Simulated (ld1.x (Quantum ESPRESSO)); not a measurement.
Se (Z = 34): excitation energies, all-electron against RRKJ

| Quantity | Value |
| --- | --- |
| Element | selenium (Se) |
| Generator | ld1.x (Quantum ESPRESSO) 7.5 |
| Type | norm-conserving RRKJ (Kleinman–Bylander form) |
| Functional | PBE |
| Relativity | scalar-relativistic |
| Frozen core | [Ar] 3d10 |
| Valence charge | 6 |
| Reference configuration | 4s1.75 4p4.25 |
| Partial waves | 4s (bound): rc 1.30 bohr; 4p (bound): rc 1.50 bohr |
| Local potential | all-electron potential smoothed inside 1.30 bohr (lloc = -1) |
| Core correction | none |
| rho0 | 0.001 |

Energies are relative to the spin-unpolarised reference configuration 4s1.75 4p4.25; without spin polarisation the order of configurations can differ from experiment.

Task: Give the all-electron excitation energy and the error of the potential for: 4s2 4p4; 4s2 4p3; 4s2 4p2; 4s0 4p6; 4s2 4p1; 4s2 4p0; 4s2 4p3.5.

Result:

```
valence configuration  charge  ΔE all-electron (eV)  error AE − PS (meV)
              4s2 4p4       0                -2.701                 +0.5
              4s2 4p3      +1                 8.144                 -1.6
              4s2 4p2      +2                28.493                 -3.1
              4s0 4p6       0                19.263                  +13
              4s2 4p1      +3                59.361                 +9.8
              4s2 4p0      +4               101.544                 +268
            4s2 4p3.5    +0.5                 1.609                 -0.5
```

Levels in the configuration 4s0 4p6:

| level | all-electron (eV) | pseudo (eV) |
| --- | --- | --- |
| 4p | -7.706 | -7.697 |
